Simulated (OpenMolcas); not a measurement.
Mo3+: moving or changing the point charges

Mo3+ among 3 point charges of -1.5 e arranged as a planar triangle (D3h), 2.23 Å from the ion.

- Program: OpenMolcas
- Method: SS-CASPT2, IPEA 0.25 Eh, imaginary shift 0.1 Eh (closed shells correlated: 4s 4p)
- Basis: ANO-RCC-VDZP [6s5p3d1f]
- Scalar Hamiltonian: DKH2, point nucleus
- Active space: 3 electrons in 5 orbitals (4d)
- State averaging: 2S+1 = 4 even, 10 roots; 2S+1 = 2 even, 40 roots
- Spin-orbit coupling: RASSI with atomic mean-field integrals over the reference wave functions

Runs around this geometry, states (labels of D3, the rotations of D3h). Energies in cm-1 above the lowest state or level, χT in cm3 K/mol.

```json
{"R (Å)": "2.23", "q (e)": "-0.98", "Ground state": "4A1", "First state of that spin": "4A2 3", "First gap with spin-orbit (degeneracies)": "880 (2, 2)", "χT at 300 K": "0.293", "First state of another spin": "2A1 11100"}
{"R (Å)": "2.09", "q (e)": "-1.5", "Ground state": "4A2", "First state of that spin": "4A1 3310", "First gap with spin-orbit (degeneracies)": "17 (2, 2)", "χT at 300 K": "1.539", "First state of another spin": "2A2 11240"}
{"R (Å)": "2.23", "q (e)": "-1.5", "Ground state": "4A2", "First state of that spin": "4A2 1760", "First gap with spin-orbit (degeneracies)": "71 (2, 2)", "χT at 300 K": "1.295", "First state of another spin": "2A2 11430"}
{"R (Å)": "2.36", "q (e)": "-1.5", "Ground state": "4A2", "First state of that spin": "4A1 720", "First gap with spin-orbit (degeneracies)": "330 (2, 2)", "χT at 300 K": "0.467", "First state of another spin": "2A2 11630"}
```

The ground state changes within this set.

Roots that are degenerate in the reference are averaged as groups; the widest CASPT2 spread within a group is 210 cm-1 (the 2-fold group of multiplicity 4 near 1590 cm-1 above the lowest state of its run, R = 2.23, q = -0.98). Shifts and gaps below about the spread of the groups concerned are not significant. Free-ion shares, where given, are those of the reference states; single-state CASPT2 does not remix them. Spin-orbit coupling mixes the spin-free states strongly: the lowest level takes only 46 % from its leading state, 4A1 (figures for R = 2.23, q = -0.98; the like holds for R = 2.36, q = -1.5). The ground term spreads over less than 5000 cm-1, several times less than with real ligands, so orbital moments are less quenched and χT lies further from the spin-only value than at real sites (holds for R = 2.23, q = -0.98; R = 2.23, q = -1.5; R = 2.36, q = -1.5). This is an electrostatic model: the charges have no orbitals. No measured value stands beside these numbers.
